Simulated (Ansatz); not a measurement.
C₂H₄BrFSi, SMILES F[SiH](Br)C=C.

Geometry optimised at PBE-D3(BJ)/def2-SVP. This is a generated structure with no PubChem entry under its InChIKey; it may be hypothetical. One conformer was computed; it need not be the lowest.

Two levels are set side by side: PBE/def2-SVPD (Ansatz, a program for electronic structure) and PBE0/def2-SVPD (Ansatz). Energy differences of separate SCF runs at the same geometry; the states with an electron removed or added have multiplicity 2 and 2. Differences are taken from unrounded values.

```json
[
 {"quantity": "vertical ionisation energy (eV)", "PBE0": "10.38"},
 {"quantity": "vertical singlet–triplet gap (eV)", "PBE0": "3.98"}
]
```

Question: What does PBE give, and how far is it from PBE0? (An estimate is asked for; the answer gives what the named calculation found.)

Answer: 
```
quantity                             PBE  PBE minus PBE0
---------------------------------  -----  --------------
vertical ionisation energy (eV)    10.07           -0.31
vertical singlet–triplet gap (eV)   4.15            0.17
```
